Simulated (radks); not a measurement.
Results of a calculation; reference values are marked as such.
Charge is removed step by step from the 3p level of the chromium ion Cr2+, starting from [Ar] 3d4. Level of theory: scalar-relativistic Kohn-Sham, LDA (Slater exchange, Perdew-Wang correlation), spin-unpolarised, spherical densities, finite nucleus; Fermi nuclear charge, rms radius 3.6452 fm (a radial shooting solver on a logarithmic mesh with Libxc functionals).

removed (e),E - E(0) (eV),eigenvalue (eV),E minus straight line (eV)
0,0.000,-66.443,0.000
0.25,17.150,-70.816,-1.706
0.5,35.414,-75.346,-2.299
0.75,54.827,-80.016,-1.741
1,75.424,-84.813,0.000

Removing the whole electron costs 75.424 eV by Delta-SCF, against 66.443 eV from minus the eigenvalue at the starting occupation. Slater's transition state (half an electron removed) gives 75.346 eV. Integrating minus the eigenvalue over the occupation (Janak's theorem) gives 75.440 eV. In this scalar-relativistic scheme the density is built from large components alone, so the theorem holds only approximately. The mean slope of the eigenvalue, de/dn, is 18.4 eV per electron.
